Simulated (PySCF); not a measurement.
Isomers of C6H12FN, from PySCF, PBE0-D3(BJ)/def2-SVP geometry optimisation, gas phase. One conformer each, no zero-point energy, no frequencies.

Question: Which is lower in electronic energy at this level?
A. `[CH3:1][C@@H:2]1[CH2:3][N:4]([CH3:5])[CH2:6][C@H:7]1[F:8]` with C1–C2–C3–N4 -76°, C2–C3–N4–C5 -173°, C3–N4–C6–C7 18°, N4–C6–C7–F8 -106°: A = 2638, B = 1875, C = 1386 MHz, dipole 1.23 D
B. `[CH2:1]=[N:2][C@:3]([CH3:4])([CH2:5][CH3:6])[CH2:7][F:8]` with C1–N2–C3–C4 152°, N2–C3–C5–C6 63°, N2–C3–C7–F8 69°: A = 2328, B = 1678, C = 1537 MHz, dipole 1.33 D

Answer: A. That is `N1(C)C[C@@H](C)[C@@H](C1)F`, 16.1 kcal/mol below the other.

```json
{"SMILES": "C[C@@H]1CN(C)C[C@H]1F", "mapped SMILES": "[CH3:1][C@@H:2]1[CH2:3][N:4]([CH3:5])[CH2:6][C@H:7]1[F:8]", "E (Eh)": "-389.73587", "relative (kcal/mol)": "0.0", "relative (kJ/mol)": "0.0", "dipole (D)": "1.23"}
{"SMILES": "C=N[C@](C)(CC)CF", "mapped SMILES": "[CH2:1]=[N:2][C@:3]([CH3:4])([CH2:5][CH3:6])[CH2:7][F:8]", "E (Eh)": "-389.71014", "relative (kcal/mol)": "16.1", "relative (kJ/mol)": "67.6", "dipole (D)": "1.33"}
```

As drawn, the higher has a C=N bond, which the lower lacks.
